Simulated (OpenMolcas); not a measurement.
Fe2+: moving or changing the point charges

Fe2+ among 4 point charges of -2 e arranged as a tetrahedron (Td), 2.04 Å from the ion.
```
   1.1778    1.1778    1.1778  -2.00
   1.1778   -1.1778   -1.1778  -2.00
  -1.1778    1.1778   -1.1778  -2.00
  -1.1778   -1.1778    1.1778  -2.00
```

```
Program             : OpenMolcas 26.06
Method              : SS-CASPT2, IPEA 0.25 Eh, imaginary shift 0.1 Eh (closed shells correlated: 3s 3p)
Basis               : ANO-RCC-VTZP [6s5p3d2f1g]
Scalar Hamiltonian  : DKH2, point nucleus
Active space        : 6 electrons in 5 orbitals (3d)
State averaging     : 2S+1 = 5 even, 5 roots; 2S+1 = 3 even, 45 roots; 2S+1 = 1 even, 50 roots
Spin-orbit coupling : RASSI with atomic mean-field integrals over the reference wave functions
```

Runs around this geometry, states (labels of Td). Energies in cm-1 above the lowest state or level, χT in cm3 K/mol.

```json
{"R (Å)": "2.04", "q (e)": "-1", "Ground state": "5E", "First state of that spin": "5T2 990", "First gap with spin-orbit (degeneracies)": "32 (1, 3)", "χT at 300 K": "4.491", "First state of another spin": "3E 20190"}
{"R (Å)": "2.04", "q (e)": "-2", "Ground state": "5E", "First state of that spin": "5T2 1550", "First gap with spin-orbit (degeneracies)": "29 (1, 3)", "χT at 300 K": "4.033", "First state of another spin": "3E 19980"}
{"R (Å)": "2.28", "q (e)": "-2", "Ground state": "5E", "First state of that spin": "5T2 1020", "First gap with spin-orbit (degeneracies)": "31 (1, 3)", "χT at 300 K": "4.452", "First state of another spin": "3E 20140"}
```

Taking the first state of the same spin as R^-n, n = -ln(1020 / 1550) / ln(2.28 / 2.04) = 3.8 between the shortest and longest distance.

Scaling the charges by -1 / -2 = 0.50 scales the first state of the same spin by 990 / 1550 = 0.64; with fixed orbitals a first-order splitting would follow the charge.

Roots that are degenerate in the reference are averaged as groups; the widest CASPT2 spread within a group is 410 cm-1 (the 3-fold group of multiplicity 3 near 51700 cm-1 above the lowest state of its run, R = 2.04, q = -2). Shifts and gaps below about the spread of the groups concerned are not significant. An orbital doublet at a regular site is open to a Jahn-Teller distortion, which this geometry leaves out. The ground term spreads over less than 5000 cm-1, several times less than with real ligands, so orbital moments are less quenched and χT lies further from the spin-only value than at real sites. Free-ion shares, where given, are those of the reference states; single-state CASPT2 does not remix them. Point charges carry no covalency, so the field is a model and not that of real ligands. No measured value stands beside these numbers.
